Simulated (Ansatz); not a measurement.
`[NH2][AlH][SiH]([SiH3])Cl` + `CC` → `CC[SiH]([SiH3])Cl` + `[NH2][AlH2]`  (formal exchange of groups at the Si–Al bond)

Calculated with Ansatz (gas phase, PBE0-D4/def2-TZVP geometries, no zero-point term in ΔE). CCSD(T)/CBS adds triple-zeta CCSD(T) − MP2 to the extrapolated MP2 energy (def2 sets, frozen cores). This one scheme is used for every species. Functionals use def2-TZVPP. Each species was taken in one conformer, which may not be the lowest.

```json
{"level": "PBE0-D4", "ΔE (eV)": "0.21"}
{"level": "CCSD/def2-TZVPP", "ΔE (eV)": "0.11"}
```

Q: What does CCSD(T)/CBS give? (An estimate is asked.)

A: Computed: +0.12 eV. The listed levels differ from it by 0.09, -0.01 eV.

Largest T1 diagnostic among the species: 0.012.

The D4 term adds −0.04 eV with B3LYP and −0.02 eV with PBE0; it sums over pairs of atoms, weighted by their polarisabilities, and B3LYP, whose exchange is more repulsive, gets the larger term. From PBE to PBE0 (25 % exact exchange), in def2-TZVPP and without D4, ΔE moves by −0.04 eV.

B3LYP here is the variant with VWN-RPA as its local correlation; programs differ in this.
